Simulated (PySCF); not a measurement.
C3H10OSi2, SMILES C[Si](C)([SiH3])C=O. Coordinates come from a B3LYP-D3(BJ)/def2-SVP optimisation. This is a generated structure with no PubChem entry under its InChIKey; it may be hypothetical. The values are those of a single conformer.

Computed equilibrium geometry at B3LYP-D3(BJ)/def2-SVP (PySCF confirms it by a frequency run) as bond lengths and angles (one conformer of several):
Atoms: C1 Si2 C3 Si4 C5 O6 H7 H8 H9 H10 H11 H12 H13 H14 H15 H16. Bonded distances (Å): C1–Si2 1.890, C1–H7 1.102, C1–H8 1.102, C1–H9 1.102, Si2–C3 1.882, Si2–Si4 2.356, Si2–C5 1.937, C3–H10 1.101, C3–H11 1.101, C3–H12 1.102, Si4–H13 1.495, Si4–H14 1.493, Si4–H15 1.496, C5–O6 1.212, C5–H16 1.131. Angles (°): Si2–C1–H7 111.1, Si2–C1–H8 110.8, Si2–C1–H9 111.0, H7–C1–H8 108.2, H7–C1–H9 107.8, H8–C1–H9 107.9, C1–Si2–C3 113.5, C1–Si2–Si4 110.0, C1–Si2–C5 109.1, C3–Si2–Si4 111.5, C3–Si2–C5 106.5, Si4–Si2–C5 105.9, Si2–C3–H10 112.4, Si2–C3–H11 108.9, Si2–C3–H12 110.4, H10–C3–H11 108.9, H10–C3–H12 108.4, H11–C3–H12 107.8, Si2–Si4–H13 110.6, Si2–Si4–H14 110.8, Si2–Si4–H15 110.2, H13–Si4–H14 108.5, H13–Si4–H15 108.1, H14–Si4–H15 108.5, Si2–C5–O6 121.8, Si2–C5–H16 118.7, O6–C5–H16 119.5.
Charge 0, spin multiplicity 1.
